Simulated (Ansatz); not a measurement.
Rb2F (the lowest doublet isomer of a short search), 3 atoms. Hardware: 4 threads of Arm Neoverse V2 on a shared host.

In the def2 sets Rb takes a core potential; there is no spin–orbit coupling. Correlated methods freeze 1 core orbital; core or outer-core shells of Rb are correlated, in sets that lack core-valence functions.

(1) How many basis functions does each of these Ansatz runs have, and roughly what does it cost? RPA@PBE/def2-TZVP, charge 0 doublet, energy, from earlier orbitals; r2SCAN-D4/def2-TZVP, charge 1 triplet at the geometry of the charge 0 doublet, energy, from earlier orbitals; MP2/def2-TZVP, charge 0 quartet, energy, from earlier orbitals; PBE-D4/def2-TZVP, charge 0 doublet, energy, from earlier orbitals; PBE-D4/def2-SVP, charge 0 doublet, energy, from earlier orbitals; PBE-D4/def2-TZVPD, charge 0 doublet, energy, from earlier orbitals; PBE-QIDH/def2-TZVP, charge 0 quartet, energy, from earlier orbitals; CCSD(T)/def2-TZVPD, charge -1 singlet at the geometry of the charge 0 doublet, energy, from earlier orbitals; PBE-D4/def2-TZVP, charge 1 triplet at the geometry of the charge 0 doublet, energy, from earlier orbitals; PBE-D4/def2-TZVP, charge 1 singlet at the geometry of the charge 0 doublet, energy, from earlier orbitals; PBE0-D4/def2-TZVP, charge 1 triplet at the geometry of the charge 0 doublet, energy; PBE0-D4/def2-TZVP, charge 1 singlet at the geometry of the charge 0 doublet, energy.

## Answers

(1) Other jobs shared the machine, so times can vary by a factor of up to 3. A dash marks memory too small to be measured apart from the calling script's.

```json
{"run": "MP2/def2-TZVP, charge 0 quartet, energy, from earlier orbitals", "functions": "97", "fitting or Cholesky vectors": "889", "wall time": "0.5 s", "peak host memory (GiB)": "–"}
{"run": "PBE-D4/def2-TZVP, charge 1 singlet at the geometry of the charge 0 doublet, energy, from earlier orbitals", "functions": "97", "fitting or Cholesky vectors": "804", "wall time": "0.6 s", "peak host memory (GiB)": "–"}
{"run": "PBE0-D4/def2-TZVP, charge 1 singlet at the geometry of the charge 0 doublet, energy", "functions": "97", "fitting or Cholesky vectors": "804", "wall time": "0.7 s", "peak host memory (GiB)": "–"}
{"run": "PBE-D4/def2-SVP, charge 0 doublet, energy, from earlier orbitals", "functions": "62", "fitting or Cholesky vectors": "688", "wall time": "0.8 s", "peak host memory (GiB)": "–"}
{"run": "PBE-D4/def2-TZVP, charge 0 doublet, energy, from earlier orbitals", "functions": "97", "fitting or Cholesky vectors": "804", "wall time": "1.1 s", "peak host memory (GiB)": "–"}
{"run": "PBE-D4/def2-TZVPD, charge 0 doublet, energy, from earlier orbitals", "functions": "106", "fitting or Cholesky vectors": "845", "wall time": "1.4 s", "peak host memory (GiB)": "–"}
{"run": "RPA@PBE/def2-TZVP, charge 0 doublet, energy, from earlier orbitals", "functions": "97", "fitting or Cholesky vectors": "889", "wall time": "1.6 s", "peak host memory (GiB)": "–"}
{"run": "PBE-QIDH/def2-TZVP, charge 0 quartet, energy, from earlier orbitals", "functions": "97", "fitting or Cholesky vectors": "889", "wall time": "3.1 s", "peak host memory (GiB)": "–"}
{"run": "PBE0-D4/def2-TZVP, charge 1 triplet at the geometry of the charge 0 doublet, energy", "functions": "97", "fitting or Cholesky vectors": "804", "wall time": "3.6 s", "peak host memory (GiB)": "–"}
{"run": "PBE-D4/def2-TZVP, charge 1 triplet at the geometry of the charge 0 doublet, energy, from earlier orbitals", "functions": "97", "fitting or Cholesky vectors": "804", "wall time": "3.9 s", "peak host memory (GiB)": "–"}
{"run": "r2SCAN-D4/def2-TZVP, charge 1 triplet at the geometry of the charge 0 doublet, energy, from earlier orbitals", "functions": "97", "fitting or Cholesky vectors": "804", "wall time": "8.5 s", "peak host memory (GiB)": "–"}
{"run": "CCSD(T)/def2-TZVPD, charge -1 singlet at the geometry of the charge 0 doublet, energy, from earlier orbitals", "functions": "106", "fitting or Cholesky vectors": "945", "wall time": "12 s", "peak host memory (GiB)": "0.55"}
```
